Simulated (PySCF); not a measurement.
Radial density of Sn (tin, neutral)

BLYP, [Kr] 4d10 5s1 5p3, high-spin 5S determinant (an excited configuration). Computed with PySCF 2.14 in ANO-RCC-VTZP (7s6p4d2f1g, 68 functions), with scalar relativity by spin-free X2C-1e.

```json
{"r (bohr)": "0.0250", "4πr²ρ (e/bohr)": "62.61", "4πr²(ρα − ρβ)": "0.0129"}
{"r (bohr)": "0.0421", "4πr²ρ (e/bohr)": "55.51", "4πr²(ρα − ρβ)": "0.0269"}
{"r (bohr)": "0.0708", "4πr²ρ (e/bohr)": "76.04", "4πr²(ρα − ρβ)": "0.0531"}
{"r (bohr)": "0.119", "4πr²ρ (e/bohr)": "72.71", "4πr²(ρα − ρβ)": "-0.0036"}
{"r (bohr)": "0.200", "4πr²ρ (e/bohr)": "59.54", "4πr²(ρα − ρβ)": "0.0622"}
{"r (bohr)": "0.337", "4πr²ρ (e/bohr)": "56.54", "4πr²(ρα − ρβ)": "0.0369"}
{"r (bohr)": "0.566", "4πr²ρ (e/bohr)": "20.20", "4πr²(ρα − ρβ)": "0.2119"}
{"r (bohr)": "0.953", "4πr²ρ (e/bohr)": "20.62", "4πr²(ρα − ρβ)": "-0.0050"}
{"r (bohr)": "1.60", "4πr²ρ (e/bohr)": "5.084", "4πr²(ρα − ρβ)": "0.9802"}
{"r (bohr)": "2.70", "4πr²ρ (e/bohr)": "1.725", "4πr²(ρα − ρβ)": "1.5454"}
{"r (bohr)": "4.53", "4πr²ρ (e/bohr)": "0.3693", "4πr²(ρα − ρβ)": "0.3679"}
{"r (bohr)": "7.63", "4πr²ρ (e/bohr)": "0.01457", "4πr²(ρα − ρβ)": "0.0145"}
{"r (bohr)": "12.8", "4πr²ρ (e/bohr)": "1.245e-05", "4πr²(ρα − ρβ)": "0.0000"}
```

Densities and radii are taken from the X2C orbitals without a picture-change correction, which distorts them close to the nucleus.

Problem. Where is the radial spin density 4πr²(ρα − ρβ) most negative, and why is it negative at all?

Solution. Around r = 0.953 bohr, down to -0.0050 e/bohr: exchange with the open shell polarises the paired shells in an unrestricted calculation.
